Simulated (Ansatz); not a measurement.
How methods differ on SiHCl2OF (SMILES O[Si](F)(Cl)Cl)

SiHCl2OF has 6 atoms, charge 0, and is taken as a singlet. As SMILES, `O[Si](F)(Cl)Cl`. Geometry: optimised at r2SCAN/def2-SVP. This is one conformer, not always the lowest.

Quantity: the adiabatic electron affinity (to the doublet anion, shapes relaxed at r2SCAN/def2-SVP, no zero-point term), in eV. The values are calculated.

The electron affinity is E(neutral) − E(anion): positive where the electron is bound.

| level | kind | program | value (eV) | CPU time (all runs) |
| --- | --- | --- | --- | --- |
| SVWN5/def2-SVP | LDA | Ansatz | -0.07 | 3.1 s |
| PBE/def2-SVP | GGA | Ansatz | 0.09 | 6 s |
| r2SCAN/def2-SVP | meta-GGA | Ansatz | 0.15 | 16 s |
| B3LYP/def2-SVP | global hybrid | Ansatz | 0.09 | 8 s |
| PBE0-D4/def2-SVP | global hybrid | Ansatz | 0.08 | 8.3 s |
| CAM-B3LYP/def2-SVP | range-separated hybrid | Ansatz | -0.02 | 9.1 s |
| wB97M-V/def2-SVP | range-separated hybrid | Ansatz | -0.20 | 36 s |
| RPA@PBE/def2-SVP | RPA | Ansatz | -0.34 | 8.7 s |

The values span -0.34 to 0.15 eV. CPU times are rough (shared hosts, several kinds of processor and program).
